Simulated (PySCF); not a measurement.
C6H4N2OSe, SMILES c1c[se]c(-c2nnco2)c1. Geometry optimised at B3LYP-D3(BJ)/def2-SVP. The structure was generated by enumeration, and PubChem lists no compound with its InChIKey, so it may never have been made. One conformer was computed; it need not be the lowest.

Problem. Give the equilibrium geometry at B3LYP-D3(BJ)/def2-SVP (PySCF confirms it by a frequency run) as Cartesian coordinates in Å, and its point group. (The exact figures need the calculation; the answer reports its results.)

Solution. One answer among several that fit: point group Cs.
```xyz
14

C      1.6307     2.1832     0.0000
C      0.3505     2.6740     0.0000
Se    -0.9266     1.3126     0.0000
C      0.5170     0.1029     0.0000
C      0.3272    -1.3259     0.0000
N      1.2265    -2.2692     0.0000
N      0.5387    -3.4710     0.0000
C     -0.7175    -3.1752     0.0000
O     -0.9380    -1.8362     0.0000
C      1.7267     0.7609     0.0000
H      2.5075     2.8335     0.0000
H      0.0438     3.7192     0.0000
H     -1.5770    -3.8409     0.0000
H      2.6697     0.2122     0.0000
```
Charge 0, spin multiplicity 1.
